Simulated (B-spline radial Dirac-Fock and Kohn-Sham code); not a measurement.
# Dipole and non-dipole photoemission parameters of Sm 4d3/2

System: the Sm atom, 1s2 2s2 2p6 3s2 3p6 3d10 4s2 4p6 4d10 4f6 5s2 5p6 6s2; threshold 129.0 eV (tabulated edge). Calculated with a radial B-spline solver, using Dirac-Hartree-Slater photoionisation with a Latter tail; cross sections with all multipoles, angular parameters from the dipole term and its interference with E2.

For linearly polarised light dσ/dΩ = σ/(4π) [1 + β P₂(cos θ) + (δ + γ cos²θ) sin θ cos φ], with θ from the polarisation vector and φ the angle between the beam and the projection of the electron momentum on the plane normal to the polarisation.

```csv
hν (eV),σ (kb),β,γ,δ
151,579,0.536,0.017,-0.003
194,149,0.261,-0.343,0.087
400,313,0.391,0.138,0.031
500,283,0.725,0.094,0.009
517,275,0.765,0.084,0.007
600,239,0.921,0.038,0.002
601,239,0.922,0.037,0.002
705,197,1.053,-0.005,0.001
900,136,1.199,-0.038,0.006
1253.6,73.2,1.316,-0.002,0.018
1340,63.6,1.331,0.016,0.020
1486.9,50.7,1.348,0.053,0.025
1530,47.5,1.352,0.064,0.026
1650,40.0,1.359,0.098,0.029
2930,9.28,1.329,0.477,0.060
2984.4,8.83,1.325,0.492,0.061
4220,3.27,1.246,0.795,0.090
5230,1.70,1.181,0.995,0.115
5420,1.52,1.170,1.029,0.119
5700,1.30,1.153,1.077,0.126
6290,0.948,1.119,1.172,0.140
6530,0.840,1.106,1.208,0.146
7830,?,?,?,?
11100,0.139,0.900,1.701,0.259
12000,0.106,0.868,1.767,0.281
```

Question: Give the values at 7830 eV.

Answer: σ = 0.462 kb, β = 1.038, γ = 1.383, δ = 0.179.
